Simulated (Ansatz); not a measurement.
Consider the germylene formation by 1,1-elimination: `[Cl][GeH2][GeH3]` → GeH₄ + `[Cl][GeH]`.

Isolated molecules relaxed with PBE0-D4/def2-TZVP in Ansatz; ΔE leaves out vibrations. CBS: MP2 limit from def2 TZ/QZ plus the TZ coupled-cluster correction, frozen cores. DFT in def2-TZVPP. B3LYP here is the variant with VWN-RPA as its local correlation; programs differ in this. For Ge outer-core shells are correlated without core-valence functions, which leaves a few kJ/mol of doubt a bond. Scalar relativity is left out up to krypton.

`[Cl][GeH2][GeH3]`:

```xyz
8

Cl   -0.761    1.677    1.932
Ge    0.689    0.597    0.738
Ge   -0.559   -0.715   -0.870
H     1.590    1.663    0.095
H     1.506   -0.253    1.724
H    -1.478   -1.688   -0.119
H     0.412   -1.508   -1.759
H    -1.399    0.226   -1.742
```

GeH₄:

```xyz
5

Ge    0.000    0.000    0.000
H     0.141   -0.206    1.514
H    -0.477    1.431   -0.279
H    -1.023   -0.998   -0.559
H     1.358   -0.227   -0.676
```

`[Cl][GeH]`:

Cartesian coordinates in Å:
```
Cl 0.193 0.234 -1.553
Ge 0.435 -0.614 0.444
H -0.628 0.380 1.109
```

CCSD(T)/CBS gives +34.4 kcal/mol.

(1) Another level gave +38.0 kcal/mol. Which?
A. PBE0/def2-TZVPP
B. B3LYP-D4/def2-TZVPP
C. LC-ωPBE/def2-TZVPP
D. PBE/def2-TZVPP

(2) What do rigid-rotor, harmonic-oscillator terms from PBE0-D4/def2-TZVP frequencies (298.15 K, 1 bar) make of the CCSD(T)/CBS value? (An estimate is asked.)

Largest T1 diagnostic among the species: 0.013.

Answers

(1) C. LC-ωPBE 38.0, PBE 31.3, B3LYP-D4 30.1, PBE0 34.8 kcal/mol.

(2) The calculation gave: ΔZPE = -2.5 kcal/mol, ΔH = +32.5 kcal/mol, ΔS = 132 J/(mol·K), ΔG = +23.1 kcal/mol.

Leaving LDA and LC-ωPBE aside and taking each functional with its dispersion term where it has one, the values, not all of them listed here, spread over 12.9 kcal/mol, from BLYP-D4 to PBE-QIDH. LDA lies +8.8 kcal/mol from PBE without D4. In def2-TZVPP, CCSD(T) changes the Hartree–Fock value by +6.9 kcal/mol (the triples alone add +0.6 kcal/mol) and MP2 by +10.1 kcal/mol. From PBE to PBE0 (25 % exact exchange), in def2-TZVPP and without D4, ΔE moves by +3.5 kcal/mol.
